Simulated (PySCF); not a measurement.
CH4. Atoms are numbered in the order given.

```xyz
5

C      0.0000     0.0000     0.0000
H      0.6331     0.6331     0.6331
H     -0.6331     0.6331    -0.6331
H     -0.6331    -0.6331     0.6331
H      0.6331    -0.6331    -0.6331
```
Charge 0, spin multiplicity 1.

Geometry: PBE-D3(BJ)/def2-TZVPD.

Calculation: PySCF with B3LYP/pcSseg-2.

GIAO shieldings, no solvent; atoms alike by connectivity are averaged. δ = σ(ref) − σ: ¹³C against TMS (σ = 181.3 ppm); ¹H against TMS (σ = 31.68 ppm), references at their B3LYP-D3(BJ)/def2-TZVP geometries, non-relativistic.

| nucleus | atoms | count | δ (ppm) |
|---|---|---|---|
| ¹³C | C1 | 1 | -4.5 |
| ¹H | H2, H3, H4, H5 | 4 | 0.51 |
